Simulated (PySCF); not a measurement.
C₅H₁₂Si, SMILES C[C@H]1CC[Si@@H]1C.

Geometry: PBE-D3(BJ)/def2-SVP. The structure was generated by enumeration; whether it is a known compound was not checked.

All values below come from PBE-D3(BJ)/def2-SVP (PySCF).

Frequencies are harmonic and unscaled.

Computed harmonic wavenumbers and intensities:
```
mode  ν (cm⁻¹)  IR (km/mol)  moving atoms (share of kinetic energy)
----  --------  -----------  --------------------------------------
1          110          0.1                          C 49 %, H 43 %
2          140          0.0                          H 84 %, C 14 %
3          146          0.1                 H 45 %, C 38 %, Si 17 %
4          180          0.3                 H 47 %, C 42 %, Si 11 %
5          225          0.1                                  H 91 %
6          263          0.7                 C 42 %, H 37 %, Si 20 %
7          365          1.8                          C 54 %, H 44 %
8          430          2.9                 C 57 %, H 27 %, Si 16 %
9          568         11.2                 H 41 %, C 41 %, Si 18 %
10         583          4.7                          H 71 %, C 24 %
11         651          6.5                          C 49 %, H 45 %
12         666         19.5                          H 75 %, C 19 %
13         717         33.1                 H 43 %, C 30 %, Si 27 %
14         748         20.5                 H 57 %, C 30 %, Si 13 %
15         791         82.9                 H 60 %, C 24 %, Si 16 %
16         843         19.8                          H 58 %, C 39 %
17         861         39.6                          H 67 %, C 27 %
18         873         76.8                          H 68 %, C 26 %
19         934          8.7                          C 58 %, H 40 %
20         946          7.4                          H 86 %, C 12 %
21         954          9.6                           H 90 %, C 9 %
22        1043          7.0                          H 59 %, C 41 %
23        1097          2.4                          C 58 %, H 42 %
24        1116          7.5                          C 58 %, H 42 %
25        1159          2.2                          H 67 %, C 32 %
26        1197          1.6                          H 79 %, C 21 %
27        1211         18.0                          H 79 %, C 21 %
28        1226          1.4                          H 74 %, C 26 %
29        1289          0.1                          H 64 %, C 36 %
30        1344          1.1                          H 75 %, C 25 %
31        1371          3.4                           H 91 %, C 9 %
32        1380          6.4                                  H 96 %
33        1381          2.2                                  H 96 %
34        1412          0.7                                  H 93 %
35        1416          5.1                                  H 95 %
36        1422          7.4                                  H 96 %
37        2125        131.3                                  H 97 %
38        2949         32.1                                  H 96 %
39        2953         68.2                                  H 95 %
40        2955          9.5                                  H 93 %
41        2972          3.1                                  H 97 %
42        2994          7.4                                  H 94 %
43        3008         30.7                           H 91 %, C 9 %
44        3027         23.1                           H 91 %, C 9 %
45        3047         21.1                           H 91 %, C 9 %
46        3070          2.9                           H 91 %, C 9 %
47        3072         11.8                           H 91 %, C 9 %
48        3076          4.4                           H 91 %, C 9 %
```
